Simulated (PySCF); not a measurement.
## How methods differ on the ionisation energy of Pd²³⁺

Pd²³⁺ [Ar] 3d5 (6S) → Pd²⁴⁺ [Ar] 3d4 (5D), as a difference of total energies. Calculation: PySCF 2.14, in an even-tempered Gaussian basis (19 s from 2.5 bohr⁻², ratio 2.5; 12 p from 3.2 bohr⁻², ratio 2.5; 8 d from 3.2 bohr⁻², ratio 2.5; 4 f from 14 bohr⁻², ratio 2.7; 3 g from 21 bohr⁻², ratio 2.7); scalar relativity by spin-free X2C-1e. Correlated levels: outer shells: [Ne] frozen; virtual orbitals above 40 to 60 times the deepest correlated orbital energy dropped. The calculations carry no spin-orbit coupling.

```json
{"method": "UHF", "ionisation energy (eV)": "1151.8"}
{"method": "LDA", "ionisation energy (eV)": "1150.9"}
{"method": "PBE", "ionisation energy (eV)": "1150.3"}
{"method": "PBE0", "ionisation energy (eV)": "1151.2"}
{"method": "r2SCAN", "ionisation energy (eV)": "1151.5"}
{"method": "BP86", "ionisation energy (eV)": "1150.4"}
{"method": "BHandHLYP", "ionisation energy (eV)": "1151.6"}
{"method": "MP2 (outer shells)", "ionisation energy (eV)": "1152.4"}
{"method": "SCS-MP2 (outer shells)", "ionisation energy (eV)": "1151.9"}
```

A first-order spin-orbit estimate (lowest level to lowest level, LS coupling) adds -4.032 eV.

Breit and QED terms and the two-electron picture change are absent.

For comparison: 1145 ± 4 eV (theoretical estimate listed by NIST; NIST Atomic Spectra Database, ionization energies).
